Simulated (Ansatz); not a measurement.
Total energies of In9Ga from Ansatz at PBE-D4/def2-SVP, gas phase (1 Eh = 27.2114 eV = 2625.5 kJ/mol). The reference geometry is relaxed at PBE-D4/def2-SVP.

```tsv
atom	x (Å)	y (Å)	z (Å)
Ga1	-1.255	-2.650	-0.917
In2	2.008	2.799	1.059
In3	-1.236	2.771	0.665
In4	1.581	-0.301	0.099
In5	0.630	2.135	-1.652
In6	1.538	-3.244	-0.835
In7	-0.848	-1.902	1.690
In8	-0.358	-0.622	-2.531
In9	-2.176	0.152	-0.184
In10	0.116	0.861	2.606
```

```json
{"state": "charge 0 singlet", "geometry": "reference", "energy (Eh)": "-3635.95663"}
{"state": "charge 1 doublet", "geometry": "reference", "energy (Eh)": "-3635.74636"}
{"state": "charge -1 doublet", "geometry": "reference", "energy (Eh)": "-3636.03271"}
{"state": "free Ga atom (doublet)", "geometry": "–", "energy (Eh)": "-1924.26790"}
{"state": "free In atom (doublet)", "geometry": "–", "energy (Eh)": "-190.11196"}
```

In the def2 sets In takes a core potential; there is no spin–orbit coupling.

(1) Work out the vertical ionisation energy to the doublet.

(2) Work out the vertical electron affinity, to the doublet.

(3) Give the fundamental gap IE − EA, the Mulliken electronegativity (IE + EA)/2 and the hardness (IE − EA)/2.

(4) What is the binding energy per atom against free atoms?

(1) E(charge 1 doublet) − E(charge 0 singlet) = -3635.74636 − (-3635.95663) = 0.21027 Eh = 5.72 eV. For comparison, −ε of the highest occupied level is 4.12 eV at this level, 1.60 eV less.

(2) E(charge 0 singlet) − E(charge -1 doublet) = -3635.95663 − (-3636.03271) = 0.07608 Eh = 2.07 eV. The basis lacks diffuse functions, which makes affinities too small.

(3) From the values in Eh: IE − EA = 0.21027 − 0.07608 = 0.13419 Eh = 3.65 eV; (IE + EA)/2 = 3.90 eV; (IE − EA)/2 = 1.83 eV. The HOMO–LUMO gap of the same run is 0.50 eV, 3.15 eV smaller than the fundamental gap.

(4) Atoms: 1 × (-1924.26790) + 9 × (-190.11196) = -3635.27554 Eh. Binding: -3635.27554 − (-3635.95663) = 0.68109 Eh = 18.53 eV, or 1.85 eV for each of 10 atoms (no zero-point energy, no counterpoise term).

The restricted singlet is unstable towards broken spin symmetry in Hartree–Fock (as tested in another run); at PBE-D4/def2-SVP this wasn't settled.  

The structure comes from a short search, and lower isomers may exist.
